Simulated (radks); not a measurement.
Species: Ar4+. Configuration: [Ne] 3s1.5 3p2 3d0.5 (fractional occupations, a model configuration). All-electron calculation, non-relativistic Kohn-Sham, r2SCAN, spin-polarised, spherical densities, point nucleus; open shells are filled with parallel spins first; meta-GGA in the generalised Kohn-Sham scheme. Program: a radial shooting solver on a logarithmic mesh with Libxc functionals. Some entries of the table are withheld. Estimate them.

| orbital | occ. | eigenvalue (Ry) | <r> (bohr) | <1/r> (bohr^-1) |
|---|---|---|---|---|
| 1s up | 1 | -234.8402 | 0.08620 | 17.54 |
| 1s down | 1 | -234.7691 | 0.08619 | 17.55 |
| 2s up | 1 | -27.17305 | 0.4136 | 3.553 |
| 2s down | 1 | -27.11395 | 0.4132 | 3.550 |
| 2p up | 3 | -22.27828 | 0.3750 | 3.460 |
| 2p down | 3 | -22.18461 | 0.3746 | 3.459 |
| 3s up | 1 | (1) | (2) | 1.105 |
| 3s down | 0.5 | (3) | (4) | 1.087 |
| 3p up | 2 | (5) | 1.326 | 1.019 |
| 3p down | 0 | (6) | 1.349 | 1.003 |
| 3d up | 0.5 | -3.23405 | 1.463 | 0.8300 |
| 3d down | 0 | -2.73890 | 1.467 | 0.8325 |

Answer. 
(1) 3s up eigenvalue (Ry): -6.28232
(2) 3s up <r> (bohr): 1.254
(3) 3s down eigenvalue (Ry): -5.70642
(4) 3s down <r> (bohr): 1.275
(5) 3p up eigenvalue (Ry): -5.04681
(6) 3p down eigenvalue (Ry): -4.50461
